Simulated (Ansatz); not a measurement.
Reaction (formal exchange of groups at the Si–C bond): `CC[SiH](O)F` + `Cl[SiH2]CI` → `O[SiH](F)[SiH2]Cl` + `CCCI`

Gas-phase electronic energies from Ansatz, PBE0-D4/def2-TZVP geometries. CBS: MP2 limit from def2 TZ/QZ plus the TZ coupled-cluster correction, frozen cores. Functionals use def2-TZVPP. Elements past krypton have def2 core potentials. For I outer-core shells are correlated without core-valence functions, which leaves a few kJ/mol of doubt a bond. Each species was taken in one conformer, which may not be the lowest.

`CC[SiH](O)F`:

```xyz
12

C     1.477   -0.499   -0.080
C    -0.010   -0.837    0.008
Si   -1.120    0.611   -0.337
O    -0.902    1.852    0.707
F    -2.631    0.088   -0.246
H     2.100   -1.376    0.111
H     1.756    0.270    0.644
H     1.743   -0.120   -1.071
H    -0.258   -1.237    0.998
H    -0.267   -1.631   -0.703
H    -0.922    1.197   -1.679
H    -0.966    1.683    1.648
```

`Cl[SiH2]CI`:

Z-matrix (Å, degrees):
```
Si
C 1 1.866
Cl 1 2.049 2 109.8
H 1 1.485 2 109.2 3 -117.8
H 1 1.479 2 110.4 3 120.1
I 2 2.137 1 111.1 3 -65.2
H 2 1.090 1 111.2 3 176.5
H 2 1.089 1 112.3 3 54.0
```

`O[SiH](F)[SiH2]Cl`:

```xyz
9

O     1.092    1.654   -0.130
Si    0.195    0.557   -0.939
F    -1.170    1.202   -1.465
Si   -0.385   -1.167    0.552
Cl   -0.586   -0.208    2.381
H     0.857    1.829    0.785
H     0.980    0.161   -2.128
H    -1.669   -1.844    0.247
H     0.686   -2.184    0.697
```

`CCCI`:

Z-matrix (Å, degrees):
```
C
C 1 1.517
H 1 1.092 2 110.9
H 1 1.092 2 111.1 3 120.1
H 1 1.094 2 111.1 3 -119.9
C 2 1.510 1 114.5 3 177.2
H 2 1.094 1 110.4 3 -58.7
H 2 1.098 1 109.5 3 57.9
I 6 2.153 2 113.1 1 65.9
H 6 1.089 2 112.4 1 -52.5
H 6 1.087 2 112.4 1 -176.4
```

```json
{"level": "r2SCAN", "ΔE (kJ/mol)": "45.3"}
{"level": "MP2/def2-TZVPP", "ΔE (kJ/mol)": "55.9"}
{"level": "SCS-MP2/def2-TZVPP", "ΔE (kJ/mol)": "53.7"}
{"level": "HF/def2-QZVPP", "ΔE (kJ/mol)": "52.5"}
```

**Question.** What does CCSD(T)/CBS give? (Estimate.)

**Answer.** The calculation gave: +49.3 kJ/mol. The listed levels differ from it by -4.0, 6.6, 4.4, 3.2 kJ/mol.

Largest T1 diagnostic among the species: 0.012.

From PBE to PBE0 (25 % exact exchange), in def2-TZVPP and without D4, ΔE moves by +6.0 kJ/mol.
